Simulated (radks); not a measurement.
Q: These are the eigenvalues of the occupied orbitals of an atom or ion with whole-number occupations (eV). Calculated with a radial shooting solver on a logarithmic mesh with Libxc functionals: Dirac Kohn-Sham, Slater X-alpha with alpha = 0.761, spin-unpolarised, spherical densities, point nucleus.

orbital  eigenvalue
1s1/2     -23049.80
2s1/2     -3348.486
2p1/2     -3104.783
2p3/2     -2959.575
3s1/2     -599.6390
3p1/2     -503.6425
3p3/2     -478.5691
3d3/2     -307.5736
3d5/2     -302.6015
4s1/2      -82.9136
4p1/2      -53.5330
4p3/2      -49.5372
4d3/2       -6.2700
4d5/2       -5.8632
5s1/2       -4.1336

Which element is it, and in what charge state? The configuration may be excited. Open shells, if any, fill j = l - 1/2 first.

A: Z = 45, rhodium, charge 0: Rh in [Kr] 4d8 5s1. The list shows which subshells hold electrons but not how many an open one holds; the 1s level, -847.06 hartree, gives Z - s = 41.2 by -(Z - s)^2/2, which with screening and relativity narrows Z to a few neighbours, and the depths of the outer levels then fix element, charge and occupations together.
